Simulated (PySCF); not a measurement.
B(CCH)(H)(OH) (C2H3BO), SMILES C#CBO. Geometry optimised at B3LYP-D3(BJ)/def2-SVP. Other conformers were not sampled.

Calculation: PySCF 2.14.0 with B3LYP-D3(BJ)/def2-SVP.

Harmonic wavenumbers (cm⁻¹): 206, 267, 529, 643, 704, 775, 847, 930, 1028, 1193, 1409, 2176, 2581, 3460, 3853. Rotational constants (GHz): 53.09, 4.247, 3.932; symmetry number 1.

Problem. Work out the zero-point energy and the ideal-gas rigid-rotor harmonic-oscillator thermochemistry at 298.15 K and 1 atm.

Solution. ZPE = ½ Σ hcν = ½ × 20601 cm⁻¹ = 123.22 kJ/mol. H − E(el) = 137.66 kJ/mol. Entropy in J/(mol K): translation 158.46, rotation 97.95, vibration 23.57, total 279.97. G − E(el) = 54.19 kJ/mol. Cp = 70.55 J/(mol K).
